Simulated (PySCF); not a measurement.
**Electric field gradients and quadrupole coupling constants**

C6H14O2Si.
Geometry (GFN2-xTB, Å), atoms numbered from 1 in this order:
```xyz
23
C6H14O2Si angstrom
C     -3.9802   -0.0089   -0.0289
C     -2.5983   -0.5754    0.0012
C     -1.5779   -0.0388    0.6513
C     -0.1879   -0.5763    0.6433
Si     0.9014    0.4422   -0.5658
O      0.8366    2.0295   -0.1616
O      0.3299    0.3542   -2.0822
C      2.6803   -0.2220   -0.6591
C      3.4046   -0.2480    0.6838
H     -4.0271    0.9281    0.5210
H     -4.6895   -0.7096    0.4124
H     -4.2947    0.1722   -1.0570
H     -2.4572   -1.4942   -0.5539
H     -1.7203    0.8839    1.2001
H      0.2224   -0.5390    1.6527
H     -0.2005   -1.6204    0.3339
H      1.1526    2.3311    0.6845
H     -0.4917    0.7856   -2.3033
H      3.2467    0.3970   -1.3550
H      2.6778   -1.2273   -1.0773
H      4.4175   -0.6303    0.5690
H      2.8812   -0.8858    1.3927
H      3.4696    0.7521    1.1084
```

Field gradients from the PBE0/pcSseg-1 density (PySCF, non-relativistic), principal values in atomic units, ordered |Vxx| ≤ |Vyy| ≤ |Vzz|:

```
atom      Vxx      Vyy     Vzz
  O6  -0.3578  -1.1572  1.5150
  O7  -0.3883  -1.1035  1.4917
```

Find the asymmetry η = (Vxx − Vyy)/Vzz and the couplings χ = eQV/h (234.96 MHz × Q in barn × V in au), with Q(17O) = −0.0256 b.

```
atom     environment  nucleus     η  χzz (MHz)  χxx (MHz)  χyy (MHz)
  O6  silanol oxygen      17O  0.53      -9.11       2.15       6.96
  O7  silanol oxygen      17O  0.48      -8.97       2.34       6.64
```

What is Vzz at O7 in SI units (1 au = 9.71736 × 10²¹ V/m²)?

1.4917 au = 14.496 × 10²¹ V/m².

And the gradient at the other heavy atoms, for which no coupling is worked out here?

```csv
atom,environment,Vzz (au),η
C1,allylic carbon,0.044,0.65
C2,alkene CH carbon,0.250,0.66
C3,alkene CH carbon,0.275,0.64
C4,sp3 carbon bound to silicon,-0.097,0.55
Si5,oxygen-bound silicon,0.315,0.91
C8,sp3 carbon bound to silicon,-0.096,0.88
C9,methyl carbon,0.055,0.30
```

Were the hydrogens deuterons (Q(2H) = 0.00286 b), χzz would run from 209 kHz (H11 and H12) to 349 kHz (H17).

Isolated species at its GFN2-xTB geometry (one conformer only). GFN2-xTB bond lengths can be off by several hundredths of an ångström, more for odd bonds, and the gradients follow them. A larger basis could move these couplings by a tenth or more.

These values come from a run that also computed NMR shieldings. The run took 56 s on one thread of an Arm Neoverse V1, on a shared host, and the process peaked at 1.1 GiB of memory.
